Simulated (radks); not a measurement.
Valence configurations of Ru III (all share [Kr]). Calculated with a radial shooting solver on a logarithmic mesh with Libxc functionals: scalar-relativistic Kohn-Sham, PBE, spin-polarised, spherical densities, point nucleus; open shells are filled with parallel spins first (spin-orbit coupling, left out, can overturn this in heavy ions). Energies are relative to 4d6; eigenvalues in eV for spin up.

valence          E (eV)  moment (Bohr magnetons)    e(4d)    e(5p)    e(5s)
4d6               0.000                        4  -25.297        -        -
4d5 5s1           2.897                        6  -29.051        -  -21.583
4d5.5 5p0.5       4.388                        5  -27.706  -14.963        -
4d5 5p1           9.152                        6  -30.127  -15.966        -
4d3.5 5p2.5      33.270                        6  -36.772  -18.748        -
4d3.5 5s1 5p1.5  26.347                        6  -35.796  -18.207  -25.112
4d4 5p2          24.586                        6  -34.572  -17.856        -
4d4 5s1 5p1      17.881                        6  -33.564  -17.286  -23.971

NIST lists [Kr] 4d6 as the ground configuration; this level of theory agrees among the configurations tried. The energies are those of spherical high-spin densities, not of single terms.
